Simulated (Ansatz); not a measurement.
Reaction (atomization): `C[Si@H]1S[C@H]1F` → 2 C• + F• + 5 H• + S• + Si•

Isolated molecules relaxed with PBE0-D4/def2-TZVP in Ansatz; ΔE leaves out vibrations. CCSD(T)/CBS is the MP2 limit (def2-TZVPP, def2-QZVPP) plus CCSD(T) − MP2 in def2-TZVPP, frozen cores. This one scheme is used for every species, atoms too. DFT in def2-TZVPP. B3LYP here is the variant with VWN-RPA as its local correlation; programs differ in this. No spin–orbit coupling; open shells (•) take unrestricted orbitals. Spin–orbit coupling would lower the free atoms: a little for C, F, S, Si.

```csv
level,ΔE (eV),difference from CCSD(T)/CBS
PBE-D4,38.60,0.98
PBE0-D4,37.86,0.24
B3LYP-D4,37.50,-0.12
ωB97X-V,37.87,0.25
ωB97M-V,37.85,0.23
B2PLYP,37.10,-0.52
CCSD/def2-TZVPP,35.86,-1.76
HF/def2-QZVPP,27.04,-10.58
SCS-MP2/def2-QZVPP,37.64,0.02
HF/CBS(def2),27.05,-10.57
CCSD(T)/CBS,37.62,0
```

Largest T1 diagnostic among the species: 0.013.

The D4 term adds +0.39 eV with B3LYP and +0.20 eV with PBE0; it sums over pairs of atoms, weighted by their polarisabilities, and B3LYP, whose exchange is more repulsive, gets the larger term. In def2-TZVPP, CCSD(T) changes the Hartree–Fock value by +9.54 eV (the triples alone add +0.67 eV) and MP2 by +10.29 eV; breaking electron pairs costs correlation energy, which Hartree–Fock lacks. From PBE to PBE0 (25 % exact exchange), in def2-TZVPP and without D4, ΔE moves by −0.70 eV: exact exchange takes away binding that semilocal exchange gives to molecules.

For atomizations the MP2-based limit and the directly extrapolated one differ by several kJ/mol either way, and by 10 to 25 for some Ge, Se and Sn compounds, so smaller differences from it don't rank the levels.
